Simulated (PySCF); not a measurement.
# SMILES C#C[BH2-][NH2+]C/C=C/C#N, C₆H₉BN₂

Geometry:
| atom | x (Å) | y (Å) | z (Å) |
| --- | --- | --- | --- |
| C1 | -3.288 | 0.592 | 0.693 |
| C2 | -2.727 | -0.068 | -0.141 |
| B3 | -1.984 | -0.915 | -1.207 |
| N4 | -0.523 | -1.281 | -0.505 |
| C5 | 0.259 | -0.094 | -0.164 |
| C6 | 1.506 | -0.418 | 0.586 |
| C7 | 2.671 | 0.208 | 0.418 |
| C8 | 3.817 | -0.128 | 1.164 |
| N9 | 4.753 | -0.411 | 1.764 |
| H10 | -3.801 | 1.168 | 1.410 |
| H11 | -1.731 | -0.303 | -2.199 |
| H12 | -2.503 | -1.970 | -1.410 |
| H13 | -0.016 | -1.886 | -1.146 |
| H14 | -0.748 | -1.810 | 0.333 |
| H15 | -0.397 | 0.541 | 0.448 |
| H16 | 0.479 | 0.453 | -1.083 |
| H17 | 1.429 | -1.209 | 1.323 |
| H18 | 2.794 | 1.010 | -0.297 |

Computed, not measured: GIAO B3LYP/pcSseg-1 magnetisability, rotational g tensor and spin-rotation constants, non-relativistic, gas phase (PySCF 2.14.0). Geometry: GFN2-xTB.

(1) Give the nuclear spin-rotation constants along the inertial axes (H = +C I·J) beside the isotropic shieldings.

## Answers

(1) Rotational constants 5.0642, 0.5370, 0.5072 GHz. A star marks the isotopologue with that one atom substituted, in its own axes.
| atom | isotope | Caa (kHz) | Cbb (kHz) | Ccc (kHz) | mean (kHz) | σ (ppm) |
| --- | --- | --- | --- | --- | --- | --- |
| B3 | 11B | 0.676 | 0.101 | 0.086 | 0.287 | 120.2 |
| N4 | 14N | 0.291 | 0.032 | 0.028 | 0.117 | 193.5 |
| N9 | 14N | 0.404 | 0.124 | 0.101 | 0.210 | -60.0 |
| H10 | 1H | -0.487 | 0.003 | -0.058 | -0.181 | 30.0 |
| H11 | 1H | -0.461 | -0.046 | 0.011 | -0.165 | 29.5 |
| H12 | 1H | -0.317 | -0.022 | -0.023 | -0.121 | 29.3 |
| H13 | 1H | -0.538 | 0.006 | -0.064 | -0.198 | 29.0 |
| H14 | 1H | -0.599 | -0.060 | 0.004 | -0.218 | 29.1 |
| H15 | 1H | -0.358 | 0.013 | -0.050 | -0.132 | 26.6 |
| H16 | 1H | -0.567 | -0.054 | 0.015 | -0.202 | 28.6 |
| H17 | 1H | -0.515 | -0.068 | 0.052 | -0.177 | 25.3 |
| H18 | 1H | -0.561 | -0.065 | 0.043 | -0.194 | 26.3 |
| C1 | 13C* | 1.618 | 0.058 | 0.182 | 0.619 | 88.4 |
| C2 | 13C* | 1.954 | 0.019 | 0.207 | 0.727 | 81.4 |
| C5 | 13C* | 0.971 | 0.112 | 0.101 | 0.395 | 129.9 |
| C6 | 13C* | 2.156 | 0.092 | 0.256 | 0.835 | 20.7 |
| C7 | 13C* | 1.761 | 0.076 | 0.190 | 0.675 | 72.1 |
| C8 | 13C* | 0.366 | 0.243 | 0.193 | 0.267 | 62.0 |

For the geometry as given, no vibrational averaging.
